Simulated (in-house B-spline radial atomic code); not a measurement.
Radial electron density of Kr III (Kr2+), [Ar] 3d9 4s2 4p4 4d1. Level of theory: non-relativistic LC-wPBE, spin-polarised, spherical fractional occupations, exact exchange averaged over the configuration, point nucleus; calculated with a B-spline radial code for spherical atoms.

Columns: r (bohr), 4πr²n(r) (electrons per bohr), bar.

```
 0.00189    1.265 #
 0.00232    1.848 ##
 0.00284    2.667 ##
 0.00349    3.843 ###
 0.00428    5.461 #####
 0.00525    7.663 ######
 0.00644    10.58 #########
 0.00789    14.32 ############
 0.00968    18.95 ################
  0.0119    24.44 ####################
  0.0146    30.35 #########################
  0.0179    36.11 ##############################
  0.0219    40.85 ##################################
  0.0269    43.72 ####################################
  0.0329    43.96 #####################################
  0.0404    41.74 ###################################
  0.0496    38.48 ################################
  0.0608    36.67 ##############################
  0.0745    38.56 ################################
  0.0914    44.36 #####################################
   0.112    50.87 ##########################################
   0.138    52.96 ############################################
   0.169    47.51 #######################################
   0.207    37.52 ###############################
   0.254    30.21 #########################
   0.311    30.51 #########################
   0.382    35.08 #############################
   0.468     35.6 ##############################
   0.574    28.36 ########################
   0.704    17.55 ###############
   0.863    9.582 ########
    1.06    6.448 #####
     1.3    5.839 #####
    1.59    4.986 ####
    1.95    3.299 ###
     2.4    1.621 #
    2.94   0.6288 #
     3.6   0.2032 
    4.42  0.05499 
    5.42   0.0115 
    6.65 0.001552 
    8.15 0.0001138
```

On this grid the curve has 3 maxima, near 0.0329, 0.138, 0.468 bohr.

The 3d down radial function P(r) = rR(r), positive near the nucleus:

| r (bohr) | P |
| --- | --- |
| 0.0146 | 0.002171 |
| 0.0219 | 0.006733 |
| 0.0329 | 0.02015 |
| 0.0496 | 0.05741 |
| 0.0745 | 0.1492 |
| 0.112 | 0.3464 |
| 0.169 | 0.6903 |
| 0.254 | 1.107 |
| 0.382 | 1.362 |
| 0.574 | 1.2 |
| 0.863 | 0.7046 |
| 1.3 | 0.2453 |
| 1.95 | 0.04278 |
| 2.94 | 0.002697 |
